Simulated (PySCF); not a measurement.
Choosing a basis for TDDFT

Species: GeH4S.
InChI=1S/GeH4S/c1-2/h2H,1H3

TDDFT with PBE0 (PySCF), vertical singlets, core orbitals frozen in the response, spherical d and f functions. Isolated species at its PBE0-D3(BJ)/def2-SVP geometry, gas phase. Relativistic effects, spin–orbit coupling among them, are left out although an element past zinc is present.

Q: Compare 6-31G*, def2-SVP, def2-SVPD, aug-cc-pVDZ, def2-TZVP, def2-TZVPD and aug-cc-pVTZ for this molecule.

A: 

| basis | functions | diffuse | S1 (eV) | S2 (eV) | S3 (eV) | S4 (eV) | S5 (eV) | LUMO (eV) | α (au) |
| --- | --- | --- | --- | --- | --- | --- | --- | --- | --- |
| 6-31G* | 58 | no | 5.69 | 6.37 | 7.77 | 7.88 | 8.22 | -0.04 | 42.3 |
| def2-SVP | 70 | no | 5.91 | 6.43 | 7.36 | 7.70 | 7.82 | 0.28 | 43.8 |
| def2-SVPD | 97 | yes | 5.58 | 5.86 | 7.05 | 7.11 | 7.28 | -0.36 | 55.2 |
| aug-cc-pVDZ | 99 | yes | 5.52 | 5.66 | 6.80 | 6.93 | 7.13 | -0.48 | 55.2 |
| def2-TZVP | 109 | no | 5.69 | 6.13 | 7.21 | 7.47 | 7.52 | -0.04 | 50.7 |
| def2-TZVPD | 136 | yes | 5.55 | 5.79 | 6.94 | 7.01 | 7.18 | -0.36 | 55.7 |
| aug-cc-pVTZ | 201 | yes | 5.54 | 5.68 | 6.78 | 6.90 | 7.08 | -0.48 | 55.9 |

States are compared by their number. Against the largest diffuse basis here (aug-cc-pVTZ, itself not a converged limit), sets without diffuse functions differ by up to 0.37 eV in S1 and 1.14 eV in S5; the smaller diffuse sets differ by up to 0.04 and 0.20 eV. State by state, the largest deviation of a set without diffuse functions is S1 0.37, S2 0.75, S3 1.00, S4 0.98, S5 1.14 eV. The same number needn't mean the same state in each row. Against aug-cc-pVTZ the polarisability deviates by -24% in 6-31G*, -22% in def2-SVP, -1% in def2-SVPD, -1% in aug-cc-pVDZ, -9% in def2-TZVP, 0% in def2-TZVPD.

Without π bonds the low states are Rydberg-like; a valence basis with one diffuse set may place them up to an eV too high.
